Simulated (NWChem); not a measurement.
System: Si2H5 cation

```xyz
7

Si     0.0153    -1.2153    -0.0036
Si     0.0193     1.1667    -0.0123
H      1.2208    -2.0765     0.0156
H     -1.2301    -2.0179     0.0090
H     -0.5423     1.4665     1.3258
H      1.4262     1.5678    -0.2009
H     -0.8956     1.5008    -1.1256
```
Atoms are numbered in this order, from 1.

Geometry: optimised at B3LYP/6-31G* (spherical d).

Question: Give the principal values of the shielding tensors (ppm) of Si1, Si2 from KT2/pcSseg-1, GIAO (NWChem), with their diamagnetic and paramagnetic parts as GIAO splits them.

Answer: 
```csv
atom,σ11,σ22,σ33,isotropic,diamagnetic,paramagnetic
Si1,-773.7,-190.8,409.9,-184.9,879.3,-1064.2
Si2,372.6,447.1,455.2,425.0,882.5,-457.6
```
